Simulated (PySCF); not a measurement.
Löwdin shares of the frontier orbitals

CH13NSi4.
SMILES with atom numbers: `[SiH3:1][CH2:2][SiH2:3][N:4]([SiH3:5])[SiH3:6]` (hydrogens: H7, H8, H9 on Si1; H10, H11 on C2; H12, H13 on Si3; H14, H15, H16 on Si5; H17, H18, H19 on Si6)

Structure used (PBE0-D3(BJ)/def2-SVP), in Å, numbered top down from 1:
```
atom  x, y, z in Å
Si1    2.1810    0.6834    0.5735
C2     1.8484   -0.5963   -0.7682
Si3    0.0769   -0.5640   -1.3861
N4    -1.0372   -0.1370   -0.0919
Si5   -1.2768   -1.2320    1.2561
Si6   -2.0066    1.3185   -0.2281
H7     1.6805    2.0281    0.1517
H8     3.6473    0.7955    0.8474
H9     1.4986    0.2960    1.8454
H10    2.5214   -0.4092   -1.6228
H11    2.0967   -1.5960   -0.3743
H12   -0.2917   -1.8853   -1.9834
H13   -0.0750    0.5005   -2.4264
H14   -1.1981   -0.5061    2.5583
H15   -2.5998   -1.9270    1.1886
H16   -0.1958   -2.2637    1.1950
H17   -3.0221    1.2176   -1.3215
H18   -1.1471    2.5092   -0.5002
H19   -2.7202    1.5044    1.0721
```

Method used: PySCF 2.14.0, density-fitted response routines, TDDFT wB97X-D/def2-SVPD, vertical, gas phase, core orbitals frozen in the response.

Kohn–Sham orbitals with the atoms that hold most of them (Löwdin shares over 4%, at most four atoms; ? is withheld):

```json
{"orbital": "HOMO-3", "ε (eV)": "-11.27", "atoms": "Si1 25%, H9 22%, Si5 8%, C2 6%"}
{"orbital": "HOMO-2", "ε (eV)": "-10.99", "atoms": "Si3 14%, C2 14%, Si1 12%, H13 10%"}
{"orbital": "HOMO-1", "ε (eV)": "-10.72", "atoms": "?"}
{"orbital": "HOMO", "ε (eV)": "-9.37", "atoms": "N4 47%, Si6 8%, Si5 8%, Si3 7%"}
{"orbital": "LUMO", "ε (eV)": "?", "atoms": "?"}
{"orbital": "LUMO+1", "ε (eV)": "1.84", "atoms": "Si1 18%, Si5 12%, Si3 9%, C2 7%"}
{"orbital": "LUMO+2", "ε (eV)": "2.09", "atoms": "Si6 21%, Si5 12%, Si1 11%, Si3 6%"}
```

(1) Which atoms hold the LUMO, and with what shares?

(2) Which atoms hold the HOMO-1, and with what shares?

(3) What is the LUMO energy, and the HOMO–LUMO gap?

Answers

(1) Si6 (bonded to N and 3 H) 16%; Si5 (bonded to N and 3 H) 16%; Si3 (bonded to C, N and 2 H) 12%; N4 (bonded to 3 Si) 7%. By element: silicon 44% or more, nitrogen 7%.

(2) C2 (bonded to 2 Si and 2 H) 29%; Si1 (bonded to C and 3 H) 19%; Si3 (bonded to C, N and 2 H) 14%; H8 (bonded to Si) 13%. By element: silicon 33% or more, carbon 29%, hydrogen 13% or more.

(3) ε(LUMO) = 1.48 eV; the gap is 10.84 eV (0.3985 hartree).

Question: The HOMO–LUMO gap is 10.84 eV. Where does the response calculation put the lowest singlet, and from which orbitals?

Answer: S1 is at 6.35 eV (f = 0.0016), 4.50 eV below the gap, made of HOMO→LUMO (94%). Without the coupling terms of the response equations the lowest excitation would equal the gap.

Next come S2 at 7.26 eV (f 0.017), HOMO→LUMO+1 (49%), HOMO→LUMO+2 (20%), HOMO→LUMO+4 (12%); S3 at 7.56 eV (f 0.048), HOMO→LUMO+1 (27%), HOMO→LUMO+4 (24%), HOMO→LUMO+2 (21%); S4 at 7.62 eV (f 0.049), HOMO→LUMO+6 (32%), HOMO→LUMO+2 (26%), HOMO→LUMO+4 (24%); S5 at 7.82 eV (f 0.024), HOMO→LUMO+3 (26%), HOMO→LUMO+6 (22%), HOMO→LUMO+2 (14%).

Löwdin shares depend on the basis, the more so with diffuse functions.

One conformer stands for the species.
